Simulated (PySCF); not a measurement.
PySCF job for TeCl, SMILES Cl[Te], multiplicity 2, TDA-CAM-B3LYP/def2-TZVPD. Geometry: B3LYP-D3(BJ)/def2-TZVP. The spin state was assumed, not searched. The def2 effective core potentials stand for the cores of Te; spin–orbit coupling is left out.

```python
import numpy as np
from pyscf import gto, scf, dft, tdscf

mol = gto.M(
    atom='''
    Te    0.00000000    0.00000000   -0.57649326
    Cl    0.00000000    0.00000000    1.76339115
    ''',
    basis='def2-TZVPD',
    ecp={'Te': 'def2-tzvp'},
    charge=0,
    spin=1,
    max_memory=1600,
    verbose=4,
)
mf = dft.UKS(mol, xc='cam-b3lyp').density_fit(auxbasis='def2-universal-jkfit')
mf.grids.level = 3
mf.conv_tol = 1e-9
mf.max_cycle = 100
mf.kernel()
fine, coarse = mf.grids, dft.Grids(mol).set(level=1).build(with_non0tab=True)
for _ in range(3):  # follow internal instabilities
    mf.grids = coarse
    mo, _, stable, _ = mf.stability(return_status=True, nroots=4)
    mf.grids = fine
    if stable:
        break
    mf.kernel(mf.make_rdm1(mo, mf.mo_occ))
mf.grids = dft.Grids(mol).set(level=1).build(with_non0tab=True)  # coarser grid for the response kernel
td = tdscf.TDA(mf)
td.nstates = 10
td.conv_tol = 1e-4
td.positive_eig_threshold = 1e-6
td.kernel(x0=td.get_init_guess(mf, 15))
td.analyze(verbose=3)
```

Log of the run:

```
PySCF version 2.14.0

[INPUT] verbose = 4
[INPUT] num. atoms = 2
[INPUT] num. electrons = 41
[INPUT] charge = 0
[INPUT] spin (= nelec alpha-beta = 2S) = 1
[INPUT] symmetry False subgroup None
[INPUT] Mole.unit = angstrom
[INPUT] Symbol           X                Y                Z      unit          X                Y                Z       unit  Magmom
[INPUT]  1 Te     0.000000000000   0.000000000000  -0.576493260000 AA    0.000000000000   0.000000000000  -1.089414374058 Bohr   0.0
[INPUT]  2 Cl     0.000000000000   0.000000000000   1.763391150000 AA    0.000000000000   0.000000000000   3.332326323982 Bohr   0.0

nuclear repulsion = 92.2713537184343
number of shells = 35
number of NR pGTOs = 173
number of NR cGTOs = 105
basis = def2-TZVPD
ecp = {'Te': 'def2-tzvp'}


******** <class 'pyscf.df.df_jk.DFUKS'> ********
method = DFUKS
initial guess = minao
damping factor = 0
level_shift factor = 0
DIIS = <class 'pyscf.scf.diis.CDIIS'>
diis_start_cycle = 1
diis_space = 8
diis_damp = 0
SCF conv_tol = 1e-09
SCF conv_tol_grad = None
SCF max_cycles = 100
direct_scf = False
number electrons alpha = 21  beta = 20
XC library pyscf.dft.libxc version 7.1.2
    S. Lehtola, C. Steigemann, M. J. T. Oliveira, and M. A. L. Marques,  SoftwareX 7, 1–5 (2018)
XC functionals = cam-b3lyp
    T. Yanai, D. P. Tew, and N. C. Handy,  Chem. Phys. Lett. 393, 51 (2004)
radial grids:
    Treutler-Ahlrichs [JCP 102, 346 (1995); DOI:10.1063/1.469408] (M4) radial grids

becke partition: Becke, JCP 88, 2547 (1988); DOI:10.1063/1.454033
pruning grids: <function nwchem_prune>
grids dens level: 3
symmetrized grids: False
atomic radii adjust function: <function treutler_atomic_radii_adjust>
small_rho_cutoff = 0
Set gradient conv threshold to 3.16228e-05
tot grids = 40840
******** <class 'pyscf.df.df.DF'> ********
auxbasis = def2-universal-jkfit
Create RSH-DF object <pyscf.df.df.DF object> for omega=0.33
******** <class 'pyscf.df.df.DF'> ********
auxbasis = auxmol.basis = def2-universal-jkfit
init E= -686.470184196321
  alpha nocc = 21  HOMO = -0.70503275171379  LUMO = -0.628418872923248

WARN: beta  nocc = 20  HOMO -0.705032751713783 >= LUMO -0.705032751713779


WARN: HOMO -0.705032751713783 >= LUMO -0.705032751713779

cycle= 1 E= -726.064785526959  delta_E= -39.6  |g|= 2.29  |ddm|= 19.7
  alpha nocc = 21  HOMO = -0.0414438260304546  LUMO = -0.0236457653315343
  beta  nocc = 20  HOMO = -0.0868747329978241  LUMO = -0.0238435828498561
  HOMO = -0.0414438260305  LUMO = -0.0238435828499  gap/eV = 0.47893
cycle= 2 E= -722.844417211915  delta_E= 3.22  |g|= 3.09  |ddm|= 6.44
  alpha nocc = 21  HOMO = -0.291075953309138  LUMO = -0.107278301653032
  beta  nocc = 20  HOMO = -0.288928311878571  LUMO = -0.209858171104179
  HOMO = -0.288928311879  LUMO = -0.209858171104  gap/eV = 2.15161
cycle= 3 E= -727.939296586659  delta_E= -5.09  |g|= 0.607  |ddm|= 3.92
  alpha nocc = 21  HOMO = -0.225205253900414  LUMO = -0.0748149950346641
  beta  nocc = 20  HOMO = -0.222622329045734  LUMO = -0.169648721607579
  HOMO = -0.222622329046  LUMO = -0.169648721608  gap/eV = 1.44149
cycle= 4 E= -728.098145048026  delta_E= -0.159  |g|= 0.532  |ddm|= 1.03
  alpha nocc = 21  HOMO = -0.254658948223709  LUMO = -0.0384829786331622
  beta  nocc = 20  HOMO = -0.247790007585465  LUMO = -0.123834806124088
  HOMO = -0.247790007585  LUMO = -0.123834806124  gap/eV = 3.37299
cycle= 5 E= -728.228164174326  delta_E= -0.13  |g|= 0.152  |ddm|= 0.406
  alpha nocc = 21  HOMO = -0.288381578362922  LUMO = -0.0560245861531254
  beta  nocc = 20  HOMO = -0.28033619001684  LUMO = -0.136559166640668
  HOMO = -0.280336190017  LUMO = -0.136559166641  gap/eV = 3.91237
cycle= 6 E= -728.244339623498  delta_E= -0.0162  |g|= 0.0562  |ddm|= 0.166
  alpha nocc = 21  HOMO = -0.294617759573602  LUMO = -0.0565276057503852
  beta  nocc = 20  HOMO = -0.286011453730296  LUMO = -0.131365378773125
  HOMO = -0.28601145373  LUMO = -0.131365378773  gap/eV = 4.20813
cycle= 7 E= -728.24689673465  delta_E= -0.00256  |g|= 0.0177  |ddm|= 0.0826
  alpha nocc = 21  HOMO = -0.293948206930837  LUMO = -0.0546937785561176
  beta  nocc = 20  HOMO = -0.285127674281895  LUMO = -0.126697824255568
  HOMO = -0.285127674282  LUMO = -0.126697824256  gap/eV = 4.31110
cycle= 8 E= -728.247325866676  delta_E= -0.000429  |g|= 0.006  |ddm|= 0.0304
  alpha nocc = 21  HOMO = -0.293648026457465  LUMO = -0.0545444065462593
  beta  nocc = 20  HOMO = -0.284766427519841  LUMO = -0.125511533836872
  HOMO = -0.28476642752  LUMO = -0.125511533837  gap/eV = 4.33355
cycle= 9 E= -728.247453380002  delta_E= -0.000128  |g|= 0.00287  |ddm|= 0.0185
  alpha nocc = 21  HOMO = -0.293916746893971  LUMO = -0.0545620007772217
  beta  nocc = 20  HOMO = -0.285021035051258  LUMO = -0.125578472392631
  HOMO = -0.285021035051  LUMO = -0.125578472393  gap/eV = 4.33865
cycle= 10 E= -728.247479823578  delta_E= -2.64e-05  |g|= 0.000699  |ddm|= 0.0106
  alpha nocc = 21  HOMO = -0.294012681875571  LUMO = -0.054658476976566
  beta  nocc = 20  HOMO = -0.285114279539087  LUMO = -0.125795930422672
  HOMO = -0.285114279539  LUMO = -0.125795930423  gap/eV = 4.33527
cycle= 11 E= -728.247481115756  delta_E= -1.29e-06  |g|= 0.000267  |ddm|= 0.00218
  alpha nocc = 21  HOMO = -0.294004764418674  LUMO = -0.0546162298385638
  beta  nocc = 20  HOMO = -0.285100429944407  LUMO = -0.125723464278838
  HOMO = -0.285100429944  LUMO = -0.125723464279  gap/eV = 4.33687
cycle= 12 E= -728.247481218944  delta_E= -1.03e-07  |g|= 6.25e-05  |ddm|= 0.000621
  alpha nocc = 21  HOMO = -0.294013657017047  LUMO = -0.0546253692780739
  beta  nocc = 20  HOMO = -0.285108466267175  LUMO = -0.125730701942069
  HOMO = -0.285108466267  LUMO = -0.125730701942  gap/eV = 4.33689
cycle= 13 E= -728.247481227761  delta_E= -8.82e-09  |g|= 3.16e-05  |ddm|= 0.000158
  alpha nocc = 21  HOMO = -0.294010926728261  LUMO = -0.0546213264651071
  beta  nocc = 20  HOMO = -0.28510528739676  LUMO = -0.12572659903063
  HOMO = -0.285105287397  LUMO = -0.125726599031  gap/eV = 4.33692
cycle= 14 E= -728.247481230667  delta_E= -2.91e-09  |g|= 1.48e-05  |ddm|= 0.000105
  alpha nocc = 21  HOMO = -0.294012268913883  LUMO = -0.0546214280505363
  beta  nocc = 20  HOMO = -0.285106417629578  LUMO = -0.125727050097289
  HOMO = -0.28510641763  LUMO = -0.125727050097  gap/eV = 4.33693
cycle= 15 E= -728.247481231374  delta_E= -7.06e-10  |g|= 5.5e-06  |ddm|= 6.9e-05
  alpha nocc = 21  HOMO = -0.294011245405216  LUMO = -0.0546209809010337
  beta  nocc = 20  HOMO = -0.285105395714339  LUMO = -0.125726201962905
  HOMO = -0.285105395714  LUMO = -0.125726201963  gap/eV = 4.33693
Extra cycle  E= -728.247481231402  delta_E= -2.84e-11  |g|= 4.59e-06  |ddm|= 1.09e-05
converged SCF energy = -728.247481231402  <S^2> = 0.75344149  2S+1 = 2.0034385
tot grids = 14344
uhf_internal: lowest eigs of H = [7.38612153e-06 1.03741191e-01 2.11365639e-01 2.20357298e-01]
<class 'pyscf.df.df_jk.DFUKS'> wavefunction is stable in the internal stability analysis
tot grids = 14344
Overwritten attributes  positive_eig_threshold  of <class 'pyscf.tdscf.uks.TDA'>


******** <class 'pyscf.tdscf.uks.TDA'> for <class 'pyscf.df.df_jk.DFUKS'> ********
nstates = 10
deg_eia_thresh = 1.000e-03
wfnsym = None
conv_tol = 0.0001
eigh lindep = 1e-12
eigh level_shift = 0
eigh max_cycle = 100


Excitation energies (eV)
[0.01165312 1.831118   2.58212047 3.07224981 4.13885354 4.18283103
 4.66842705 5.31821116 5.35096357 5.60582513]

** Excitation energies and oscillator strengths **
Excited State   1:      0.01165 eV 106395.71 nm  f=0.0000
Excited State   2:      1.83112 eV    677.10 nm  f=0.0000
Excited State   3:      2.58212 eV    480.16 nm  f=0.0002
Excited State   4:      3.07225 eV    403.56 nm  f=0.0001
Excited State   5:      4.13885 eV    299.56 nm  f=0.0000
Excited State   6:      4.18283 eV    296.41 nm  f=0.0186
Excited State   7:      4.66843 eV    265.58 nm  f=0.0029
Excited State   8:      5.31821 eV    233.13 nm  f=0.0000
Excited State   9:      5.35096 eV    231.70 nm  f=0.0004
Excited State  10:      5.60583 eV    221.17 nm  f=0.0173
```

The run converged.
